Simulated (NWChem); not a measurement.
# Basis-set dependence for BCl

```xyz
2

B      0.0000     0.0000    -1.3285
Cl     0.0000     0.0000     0.3907
```
Charge 0, spin multiplicity 1.

All runs are NWChem calculations. All single points use one geometry, from PBE0/def2-SVP, a minimum by its harmonic frequencies.

Hartree-Fock energies in Ha, correlation energies in mHa.

The correlated methods keep 6 core orbitals frozen. The Pople sets run with spherical d functions. The structure started from a generated list of species. Coupled-cluster values serve here as a point of comparison, not as the truth.

```csv
basis,functions,RHF,MP2,SCS-MP2,CCSD,CCSD+T(CCSD),CCSD(T),CR-CCSD[T],CR-CCSD(T),CCSDT,RI-MP2
6-31G*,32,-484.10539,-187.8,-186.2,-216.8,-224.4,-224.0,-223.1,-222.7,-224.7,not run
cc-pVDZ,32,-484.13696,-196.2,-193.4,-224.5,-231.8,-231.4,-230.5,-230.1,-232.1,-196.3
cc-pVTZ,64,-484.15597,-259.5,-259.0,-288.9,-302.8,-302.4,-300.0,-299.7,not run,-259.5
cc-pVQZ,114,-484.16098,-283.1,-285.1,-310.1,-326.0,-325.6,-322.9,-322.6,not run,-283.1
```

From cc-pVTZ to cc-pVQZ the Hartree-Fock energy moves by -5.0 mHa and the MP2 correlation energy by -23.6 mHa, which is 8 % of its value in the larger set.
